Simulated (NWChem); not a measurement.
Molecule: C₂H₆OSi; SMILES [SiH3]CC=O

```xyz
10

O     -0.4214     2.1386    -0.2073
C      0.2020     1.3037     0.3924
C      0.8218     0.0920    -0.2270
Si    -0.2463    -1.4665     0.0014
H      0.3364     1.3803     1.5048
H      1.7967    -0.1213     0.2425
H      0.9556     0.2576    -1.3076
H     -1.5486    -1.3022    -0.7061
H     -0.5001    -1.6990     1.4554
H      0.4900    -2.6371    -0.5601
```
Atoms are numbered in this order, from 1.

Level: PBE0/def2-SVP (NWChem), optimised geometry, unscaled harmonic frequencies. 

**Question.** List the harmonic frequencies with IR intensities, and the thermochemistry.

**Answer.** 
| frequency (cm⁻¹) | IR intensity (km/mol) |
|---|---|
| 83 | 5.4 |
| 129 | 1.1 |
| 229 | 1.2 |
| 483 | 16.5 |
| 531 | 11.0 |
| 603 | 3.9 |
| 682 | 24.2 |
| 860 | 37.3 |
| 914 | 242.9 |
| 943 | 37.5 |
| 946 | 47.4 |
| 956 | 12.8 |
| 1053 | 47.8 |
| 1156 | 3.7 |
| 1172 | 94.3 |
| 1403 | 9.6 |
| 1427 | 14.5 |
| 1876 | 223.2 |
| 2238 | 68.4 |
| 2247 | 98.9 |
| 2258 | 88.0 |
| 2898 | 113.8 |
| 3074 | 0.3 |
| 3157 | 0.2 |

```yaml
zero_point_energy: 44.7 kcal/mol
thermal correction to the enthalpy at 298.15 K (with zero-point energy): 49.0 kcal/mol
heat capacity Cv: 19.4 cal/(mol K)
entropy at 298.15 K and 1 atm (symmetry number 1): 75.7 cal/(mol K)
dipole_moment: 2.59 D
```

Rigid rotor and harmonic oscillator; modes under 100 cm⁻¹ make the entropy uncertain.
